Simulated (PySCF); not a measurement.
## Calculated data, CH₃ClSi₂, AlH₃NOSi, Al₂H₄NO

Computed with PySCF 2.14.0. Calculation on a computer-drawn molecule: optimised geometry and harmonic frequencies of an isolated molecule of the commonest isotopes, restricted reference for singlets and unrestricted otherwise, frozen core in MP2.

Common to all runs: basis cc-pV(D+d)Z.

```yaml
- entry: 1
  formula: CH3ClSi2
  start_structure:
    atoms_angstrom:
      - [Si, 0.9024, 0.138, 2.6641]
      - [C, 0.3483, -0.4354, 1.0703]
      - [Si, -1.3989, -1.0016, 0.6506]
      - [Cl, -2.3722, -0.8382, 2.5366]
      - [H, 0.1442, 0.1693, 3.9459]
      - [H, 2.2953, 0.4392, 2.9115]
      - [H, 1.0302, -0.4198, 0.2454]
  given:
    charge: 0
    multiplicity: 1
    method: HF
    drawn_bonds_atom: [1, 2, 3, 1, 1, 2]
    drawn_bonds_other_atom: [2, 3, 4, 5, 6, 7]
    drawn_bonds_order: [2, 1, 1, 1, 1, 1]
  results:
    optimised_atom_element: [Si, C, Si, Cl, H, H, H]
    "optimised_atom_x [angstrom]": [0.9257, 0.3128, -1.364, -2.447, 0.1601, 2.329, 1.032]
    "optimised_atom_y [angstrom]": [0.07812, -0.4241, -0.9795, -0.8502, 0.155, 0.4896, -0.4175]
    "optimised_atom_z [angstrom]": [2.66, 1.145, 0.6477, 2.501, 3.907, 2.839, 0.325]
    "modes_frequency [cm^-1]": [98.59, 145.5, 291.3, 314.5, 463.9, 593.2, 693.8, 767.0, 821.1, 1009, 1057, 1248, 2361, 2416, 3269]
    "modes_reduced_mass [dalton]": [3.609, 9.77, 1.167, 4.967, 14.78, 2.248, 1.216, 2.077, 1.091, 1.424, 1.133, 2.797, 1.04, 1.044, 1.085]
    "rotational_constants [GHz]": [5.719, 2.146, 1.56]
    "total_energy [hartree]": -1076.9618
    "convergence_status_largest_gradient_component [hartree/bohr]": 1.922e-05
- entry: 2
  formula: AlH3NOSi
  start_structure:
    atoms_angstrom:
      - [O, 1.0148, -2.9609, 0.449]
      - [Si, 1.2924, -1.5106, -0.1308]
      - ["N", 0.2142, -0.5289, -0.7589]
      - [Al, -0.7638, 0.6252, -1.4431]
      - [H, 0.1743, -3.4002, 0.4844]
      - [H, 2.7069, -1.2138, 0.0032]
      - [H, -1.6844, 1.6837, -2.0757]
  given:
    charge: 1
    multiplicity: 1
    method: MP2
    drawn_bonds_atom: [1, 2, 3, 1, 2, 4]
    drawn_bonds_other_atom: [2, 3, 4, 5, 6, 7]
    drawn_bonds_order: [1, 2, 1, 1, 1, 1]
  results:
    optimised_atom_element: [O, Si, "N", Al, H, H, H]
    "optimised_atom_x [angstrom]": [1.078, 1.274, 0.1269, -0.7731, 0.2064, 2.686, -1.643]
    "optimised_atom_y [angstrom]": [-3.006, -1.527, -0.5802, 0.6572, -3.433, -1.176, 1.76]
    "optimised_atom_z [angstrom]": [0.4808, -0.127, -0.7529, -1.459, 0.5046, -0.01752, -2.101]
    "modes_frequency [cm^-1]": [74.0, 100.9, 308.8, 425.3, 432.9, 468.6, 605.6, 629.1, 769.6, 904.1, 1005, 1360, 2124, 2416, 3842]
    "modes_reduced_mass [dalton]": [5.796, 5.236, 5.397, 1.148, 1.178, 1.446, 7.303, 1.156, 1.31, 1.127, 7.119, 13.98, 1.052, 1.045, 1.067]
    "rotational_constants [GHz]": [32.03, 1.861, 1.759]
    "total_energy [hartree]": -662.2282
    "convergence_status_largest_gradient_component [hartree/bohr]": 3.299e-06
- entry: 3
  formula: Al2H4NO
  start_structure:
    atoms_angstrom:
      - [O, -0.0361, 1.8672, 0.1782]
      - [Al, 0.5165, 1.8781, 1.7325]
      - ["N", 2.0619, 1.1025, 2.3488]
      - [Al, 1.0988, -0.147, 3.1717]
      - [H, -0.42, 1.8865, -0.6985]
      - [H, 0.0067, 3.105, 2.5815]
      - [H, 3.0292, 1.298, 2.2461]
      - [H, 0.7426, -1.4843, 4.0493]
  given:
    charge: 0
    multiplicity: 2
    method: HF
    drawn_bonds_atom: [1, 2, 3, 1, 2, 3, 4]
    drawn_bonds_other_atom: [2, 3, 4, 5, 6, 7, 8]
    drawn_bonds_order: [1, 1, 1, 1, 1, 1, 1]
  results:
    optimised_atom_element: [O, Al, "N", Al, H, H, H, H]
    "optimised_atom_x [angstrom]": [0.5537, 0.3765, 1.207, 1.284, 0.1847, -0.4926, 1.735, 2.152]
    "optimised_atom_y [angstrom]": [2.172, 1.989, 0.6227, 0.07623, 2.834, 2.992, 0.04531, -1.225]
    "optimised_atom_z [angstrom]": [-0.1124, 1.559, 2.336, 4.04, -0.671, 2.406, 1.695, 4.356]
    "modes_frequency [cm^-1]": [83.99, 130.6, 231.0, 253.2, 356.5, 550.4, 553.2, 567.8, 631.8, 719.3, 748.2, 872.9, 930.8, 1112, 1897, 2013, 3710, 4232]
    "modes_reduced_mass [dalton]": [5.915, 4.571, 1.141, 7.539, 1.103, 1.387, 1.513, 1.131, 1.153, 1.98, 1.54, 5.193, 2.608, 1.624, 1.044, 1.042, 1.073, 1.068]
    "rotational_constants [GHz]": [26.62, 1.772, 1.661]
    "total_energy [hartree]": -615.5811
    spin_squared: 0.7546
    "convergence_status_largest_gradient_component [hartree/bohr]": 3.756e-05
```
